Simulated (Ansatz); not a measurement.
`[F][Al]1[Zn][SiH2][Se]1`. Total charge 0; spin multiplicity 1. The structure was optimised at the PBE0-D4/def2-TZVP level.

```xyz
7

F     0.898   -0.750    3.422
Al    0.223   -0.204    2.019
Zn   -1.362    1.042    0.619
Si   -0.337    0.283   -1.418
Se    1.139   -0.873   -0.070
H    -1.016   -0.704   -2.300
H     0.456    1.207   -2.273
```

(1) What is the dipole moment at B3LYP/def2-TZVPP? (Estimate.)

(2) And with PBE, r2SCAN, ωB97M-V? (Best estimate.)

(3) Give the Mulliken charges with B3LYP, r2SCAN, PBE in def2-TZVPP. (An estimate is asked.)

Results:

(1) Computed: 3.44 D, with components (-2.70, 2.09, -0.43) D in this frame, pointing from negative to positive charge.

(2) The calculation gave: PBE 3.01 D, r2SCAN 3.20 D, ωB97M-V 3.84 D.

(3) Ansatz gave: 
```csv
atom,B3LYP,r2SCAN,PBE
F1,-0.35,-0.35,-0.30
Al2,0.69,0.69,0.62
Zn3,-0.18,-0.14,-0.17
Si4,0.19,0.20,0.14
Se5,-0.25,-0.26,-0.20
H6,-0.05,-0.07,-0.04
H7,-0.05,-0.07,-0.04
```

B3LYP here is the variant with VWN-RPA as its local correlation; programs differ in this.
